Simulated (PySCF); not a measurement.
SeO₃, singlet: data card

Method: PBE0/[Se def2-TZVP, O def2-TZVP], no relativity, density fitting, PySCF.

The structure is a minimum.

Z-matrix (Å, degrees; charge 0 multiplicity 1):
```
Se
O  1 1.5878
O  1 1.5878 2 120.00
O  1 1.5878 2 120.00 3 180.00
```

```json
{
 "Point group": "D3h",
 "Bond lengths": "Se–O 1.588 Å (×3)",
 "Bond angles": "O–Se–O 120.0° (×3)",
 "Principal quadrupole moments (Buckingham, traceless) about the centre of mass": "-3.83, -3.83, 7.65 D Å",
 "Zero-point energy": "24.5 kJ/mol",
 "Principal polarisabilities": "20.1, 37.9, 37.9 bohr³",
 "Rotational constants": "0.2787, 0.2787, 0.1393 cm⁻¹",
 "Dipole moment": "0.00 D",
 "Enthalpy at 298.15 K above 0 K": "13.19 kJ/mol",
 "Rotational symmetry number": "6",
 "Entropy at 298.15 K and 1 bar": "273.9 J/(mol K)",
 "Highest occupied level": "-10.16 eV",
 "Heat capacity Cp at 298.15 K": "57.8 J/(mol K)",
 "Atomisation energy without zero-point energy": "1059 kJ/mol",
 "Lowest empty level": "-3.64 eV"
}
```

Harmonic modes (masses in u: Se 79.917, O 15.995):
| symmetry | ω (cm⁻¹) | IR (km/mol, summed over degenerate members) |
| --- | --- | --- |
| a2'' | 278 | 28.9 |
| e' | 360 | 53.4 |
| a1' | 954 | 0.0 |
| e' | 1071 | 182 |

In D3h the vibrations span a2'' + 2e' + a1'. The a1' mode carries no infrared intensity, as symmetry demands.

Charges (e):
```json
{"atom": "Se1", "Mulliken": "1.19", "Löwdin": "0.79", "polar tensor": "1.57", "Mayer order to Se1": "–"}
{"atom": "O2,3,4", "Mulliken": "-0.40", "Löwdin": "-0.26", "polar tensor": "-0.52", "Mayer order to Se1": "1.75"}
```

Mulliken populations on Se1: s 7.44, p 14.51, d 10.73, f 0.12.

Counting electrons, selenium keeps none of its valence electrons outside its bonds, so the VSEPR class is AX3 and the expected shape is trigonal planar (D3h), as computed.

The final relaxation and frequency run took about 70 core-seconds on a shared host.
